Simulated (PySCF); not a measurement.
Ga(H)2(SiH3) (GaH5Si), SMILES [SiH3][GaH2]. Atoms are numbered in the order given.

```xyz
7

Ga     0.0198    -0.3772    -0.7284
H     -1.2946    -0.5086    -1.5831
H      1.3546    -0.9556    -1.3258
Si    -0.0356     0.7263     1.4172
H     -0.0730     2.2020     1.1987
H      1.1539     0.4251     2.2599
H     -1.2559     0.3605     2.1894
```
Charge 0, spin multiplicity 1.

Geometry optimised at PBE0-D3(BJ)/def2-TZVP.

These are IEF-PCM-ωB97X/def2-SVP in PySCF values and carry that method's errors.

The values are the electrostatic part of the solvation free energy, E(continuum) − E(gas) at the gas-phase geometry, in a cavity of scaled van der Waals radii (PySCF's table); cavitation and dispersion terms are not included. A continuum can't describe solvent molecules that bind to the metal. In vacuum the orbital gap is 9.65 eV. The dipole moment in vacuum is 0.22 D.

Computed values in water (ε = 78.36), diethylether (ε = 4.24), acetone (ε = 20.49):
```csv
solvent,ε,ΔG(elec) (kcal/mol),dipole (D),gap (eV)
water,78.36,-2.6,0.29,9.96
diethylether,4.24,-1.7,0.27,9.85
acetone,20.49,-2.5,0.28,9.94
```
